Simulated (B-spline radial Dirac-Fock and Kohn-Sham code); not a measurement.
**What relativity does to the binding energies of Sm⁴⁶⁺**

System: the Sm⁴⁶⁺ ion, [Ne] 3s2 3p4.

Both columns are ΔSCF binding energies of the configuration average from a radial B-spline solver: non-relativistic Hartree-Fock with a point nucleus, and Dirac-Fock with a finite nucleus and the Coulomb interaction alone, averaged over the two j levels with weights 2j+1.

```csv
shell,Hartree-Fock (eV),Dirac-Fock (eV),shift (eV),shift (%)
1s,47460.3,50105.9,+2645.64,+5.57
2s,9985.9,10703.2,+717.32,+7.18
3s,3961.3,4174.6,+213.30,+5.38
3p,3833.3,3925.3,+91.99,+2.40
```

Relativity binds 1s, 2s, 3s, 3p more strongly, among those listed most of all 2s in relative terms.

Values without a named source are computed, but for edge energies of neutral atoms, which are taken from tables.
